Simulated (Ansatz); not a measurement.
`CN(C)[SiH2]O` and `C[N](C)[Ge][F]` differ in one atom or group.

Ansatz, PBE0-D4/def2-TZVP geometries, multiplicity 1. Each molecule was computed in one conformer, which needn't be the lowest.

Scalar relativity is left out up to krypton.

| property | `CN(C)[SiH2]O` |
| --- | --- |
| HOMO–LUMO gap (ωB97M-V/def2-TZVPP) / eV | 10.94 |
| LUMO energy (B3LYP/def2-TZVPP) / eV | 0.29 |
| HOMO–LUMO gap (B3LYP/def2-TZVPP) / eV | 6.62 |
| HOMO energy (PBE0/def2-TZVPP) / eV | -6.54 |
| size of the dipole moment (ωB97M-V/def2-TZVPP) / D | 1.96 |
| size of the dipole moment (B3LYP/def2-TZVPP) / D | 1.94 |

(1) What does the change do to each property? (An estimate is asked.)

Answers

(1) Ansatz gave: 
```csv
property,`C[N](C)[Ge][F]`,shift
HOMO–LUMO gap (ωB97M-V/def2-TZVPP) / eV,9.67,-1.27
LUMO energy (B3LYP/def2-TZVPP) / eV,-1.66,-1.95
HOMO–LUMO gap (B3LYP/def2-TZVPP) / eV,5.11,-1.51
HOMO energy (PBE0/def2-TZVPP) / eV,-6.98,-0.44
size of the dipole moment (ωB97M-V/def2-TZVPP) / D,2.53,0.57
size of the dipole moment (B3LYP/def2-TZVPP) / D,2.65,0.71
```

With PBE0 the HOMO falls by 0.44 eV and the LUMO falls by 2.04 eV, so the gap narrows by about 1.60 eV. PBE moves the HOMO by -0.53 eV and ωB97M-V by -0.33 eV. The zero-point energy changes by -78.4 kJ/mol with -9 modes. Dipoles are sizes alone; their direction can turn.

B3LYP here is the variant with VWN-RPA as its local correlation; programs differ in this.
